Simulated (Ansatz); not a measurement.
Ta2N2. Total charge 0; singlet. Geometry r2SCAN-D4/def2-TZVP; atoms count from 1.

```xyz
4

Ta   -1.9039   -0.0253    1.4674
Ta    1.9042    0.0239   -1.4669
N    -0.5000   -0.0057    0.3849
N     0.4996    0.0072   -0.3853
```

In the def2 sets Ta takes a core potential; there is no spin–orbit coupling. No other spin state of charge 0 was run. The geometry of the singlet was relaxed on an unsound state (restricted singlet whose occupied levels cross empty ones at other levels, untested at these). Another isomer (singlet) lies 5.89 eV lower at PBE0-D4/def2-TZVP; other spin states weren't run for this one.

(1) Estimate the Mulliken populations from the PBE0/def2-TZVP orbitals of Ansatz.

(2) And the Mayer bond orders between bonded heavy atoms (over 0.3)?

## Answers

(1) 
| atom | charge (e) | d electrons |
| --- | --- | --- |
| Ta1 | 0.30 | 2.87 |
| Ta2 | 0.30 | 2.87 |
| N3 | -0.30 | – |
| N4 | -0.30 | – |
Mulliken values and Mayer orders depend strongly on the basis.

(2) Ta1–N3 1.95 (1.77 Å); Ta2–N4 1.95 (1.77 Å); N3–N4 1.33 (1.26 Å). Values over 0.3 also appear between atoms too far apart for a bond (Ta1–Ta2 1.31 at 4.81 Å); they arise where an orbital or an unpaired electron spreads over both atoms.
